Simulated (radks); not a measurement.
Results of a calculation; reference values are marked as such.
Question: The lanthanum ion La4+ is in [Kr] 4d10 5s2 5p5. Code: a radial shooting solver on a logarithmic mesh with Libxc functionals. Model: scalar-relativistic Kohn-Sham, BLYP, spin-polarised, spherical densities, finite nucleus; Fermi nuclear charge, rms radius of each element as measured or else 0.836 A^(1/3) + 0.57 fm. Open shells are filled with parallel spins first. One electron is removed from 5s, 4d, 5p, 4p in turn, with full relaxation. Which removal costs least, and what does each cost?

Answer: 5p 62.413 eV; 5s 80.618 eV; 4d 152.55 eV; 4p 249.46 eV. The 5p electron leaves first.
